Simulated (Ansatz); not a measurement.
Geometry optimisation, DFT PBE, scalar-relativistic, plane waves, PAW (Ansatz 0.2.0).

Input:

```yaml
crystal:
  lattice:
    - [0.0, 5.43, 5.43]
    - [5.43, 0.0, 5.43]
    - [5.43, 5.43, 0.0]
  atoms:
    - { symbol: Si, position: [0.0, 0.0, 0.0] }
    - { symbol: Si, position: [0.125, 0.125, 0.125] }
    - { symbol: Si, position: [0.0, 0.0, 0.5] }
    - { symbol: Si, position: [0.125, 0.125, 0.625] }
    - { symbol: Si, position: [0.0, 0.5, 0.0] }
    - { symbol: Si, position: [0.125, 0.625, 0.125] }
    - { symbol: Si, position: [0.0, 0.5, 0.5] }
    - { symbol: Si, position: [0.125, 0.625, 0.625] }
    - { symbol: Si, position: [0.5, 0.0, 0.0] }
    - { symbol: Si, position: [0.625, 0.125, 0.125] }
    - { symbol: Si, position: [0.5, 0.0, 0.5] }
    - { symbol: Si, position: [0.625, 0.125, 0.625] }
    - { symbol: Si, position: [0.5, 0.5, 0.0] }
    - { symbol: Si, position: [0.625, 0.625, 0.125] }
    - { symbol: Si, position: [0.5, 0.5, 0.5] }
    - { symbol: Si, position: [0.625, 0.625, 0.625] }
    - { symbol: "N", position: [0.75616311, 0.74737532, 0.74486237], spin: 1.0 }
magnetization:
  spin_polarized: true
basis:
  ecutwfc: 420.0
kpoints:
  mp_grid: { grid: [2, 2, 2] }
hamiltonian:
  xc: pbe
  pseudopotentials: { kind: paw, azcp: { folder: soft_1 } }
scf:
  occupations: { method: gaussian, width: 0.02 }
  lower_state_search: "off"
relax:
  f_tol: 0.03
  max_steps: 60
  adjacent_minimum: "off"
```

Launched with:

```bash
$ ansatz run input.yaml --threads 2 --pin off --max-ram 5120MiB --backend cpu --events-out ev --progress --plain --runs-dir out
```

Problem. Where does it end, and by what steps?

Solution. The forces met the threshold. Limits of this set-up: coarse k mesh, a small cell, in which the defect meets its images. After 23 steps the energy has fallen by 2.756 eV; N17 moved furthest, 1.62 Å. Parted: Si7–Si16 (2.35 → 3.02 Å). Joined: Si7–N17 (2.67 → 1.73 Å).

```
step  energy less start (eV)  largest force component (eV/Å)  accepted
   0                  0.0000                           0.630       yes
   1                 -0.1462                           0.445       yes
   2                 -0.3443                           0.539       yes
   3                 -0.6004                           0.761       yes
   4                 -0.9466                           0.788       yes
   5                 -1.3664                           1.137       yes
   6                 -1.6712                           1.204       yes
   7                 -1.9517                           0.883       yes
   8                 -2.3135                           0.507       yes
   9                 -2.4855                           0.807       yes
  10                 -2.5940                           0.579       yes
  11                 -2.6012                           0.918       yes
  12                 -2.6370                           0.146       yes
  13                 -2.6457                           0.050       yes
  14                 -2.6472                           0.039       yes
  15                 -2.6515                           0.147       yes
  16                 -2.6613                           0.191       yes
  17                 -2.7009                           0.346       yes
  18                 -2.7249                           0.284       yes
  19                 -2.7269                           0.391       yes
  20                 -2.7516                           0.085       yes
  21                 -2.7547                           0.083       yes
  22                 -2.7555                           0.048       yes
  23                 -2.7556                           0.022       yes
```

```xyz
17
Lattice="0.0000 5.4300 5.4300 5.4300 0.0000 5.4300 5.4300 5.4300 0.0000" Properties=species:S:1:pos:R:3
Si 0.109 0.158 -0.176
Si 1.459 1.386 1.298
Si 2.940 2.622 -0.031
Si 4.182 4.186 1.119
Si 2.761 -0.050 2.619
Si 3.858 1.365 4.112
Si 4.914 3.052 2.948
Si 7.025 3.858 3.955
Si 0.126 2.715 2.701
Si 1.465 4.122 4.016
Si 2.973 5.374 2.713
Si 4.345 6.687 4.093
Si 2.713 2.804 5.511
Si 4.236 4.092 6.749
Si 5.732 5.381 5.479
Si 7.042 6.854 6.990
N 6.523 7.845 8.368
```

The run took 3.5 min on 2 threads of Arm Neoverse V2 (shared host), peak memory 0.68 GiB.
